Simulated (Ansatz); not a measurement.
Ansatz results at the PBE0-D4/def2-TZVP geometry: zero-point energy (PBE0-D4/def2-TZVP) 207.8 kJ/mol; HOMO–LUMO gap (ωB97M-V/def2-TZVPP) 9.98 eV; LUMO energy (PBE0/def2-TZVPP) -0.70 eV.

Q: Which molecule gave them?
A. `C/N=C/S`
B. `C=[C]([AlH2])[SiH2]S`
C. `[AlH2][SiH]1CSC1`
D. `[AlH2][C@H]1C[Si@@H]1S`

A: C. The others give `C=[C]([AlH2])[SiH2]S`: 192.1, 10.16, -1.18; `[AlH2][C@H]1C[Si@@H]1S`: 196.8, 9.30, -1.10; `C/N=C/S`: 178.7, 11.15, -0.21.
